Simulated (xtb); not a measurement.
C₃H₈O₂Si, SMILES C(=C\O[SiH2]O)/C. All values are semi-empirical tight-binding results from xtb (GFN2-xTB unless named), good for trends rather than for accurate numbers. Geometry optimised at GFN2-xTB. The structure was generated by enumeration; whether it is a known compound was not checked. Other conformers were not sampled.

```json
{
 "orbital_gap": "4.92 eV",
 "dipole_moment": "1.27 D",
 "zero_point_energy": "64.9 kcal/mol",
 "G − E(el) at 298.15 K (modified RRHO)": "43.8 kcal/mol",
 "static polarisability (D4 model)": "76.6 bohr³",
 "solvation energy, GFN2-xTB/ALPB(water)": "-4.2 kcal/mol",
 "solvation energy, GFN2-xTB/ALPB(methanol)": "-6.7 kcal/mol"
}
```
